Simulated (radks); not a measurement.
Spherical quantum dot in the effective-mass picture: electrons in a parabolic well V = omega^2 r^2 / 2 with omega = 0.142, with a point charge +1 (a donor) at the centre, all in effective atomic units (hartree* = m*/eps^2 hartree, bohr* = eps/m* bohr), one dielectric constant everywhere. Calculated with a radial shooting solver with Libxc functionals: non-relativistic Kohn-Sham, r2SCAN, spin-polarised, spherical densities, generalised Kohn-Sham scheme. Levels are named by radial order and angular momentum (1s, 1p, 1d, 2s, ...), and open shells are averaged over m. Results are scaled to m* = 0.028 and eps = 15.1, for which hartree* = 3.342 meV and bohr* = 28.54 nm.

N = 20, configuration 1s2 1p6 1d10 2s2. This is the lowest configuration that the search found. Occupied levels:

level,occupation,eigenvalue (meV),<r> (nm)
1s,2,8.9894,89.62
1p,6,9.2424,206.7
2s,2,9.2457,182.2
1d,10,9.4002,224.4

Energy (meV): total 104.787, kinetic 7.0240, external 23.828, Hartree 84.643, exchange-correlation -10.708.

Electron density:

r (nm),n(r) (e/nm^3)
19.2,4.683e-06
51.4,7.403e-07
83.5,2.007e-07
116,1.572e-07
148,2.118e-07
180,2.531e-07
212,2.391e-07
244,1.661e-07
276,7.977e-08
308,2.472e-08
340,4.858e-09
373,5.954e-10
405,4.835e-11
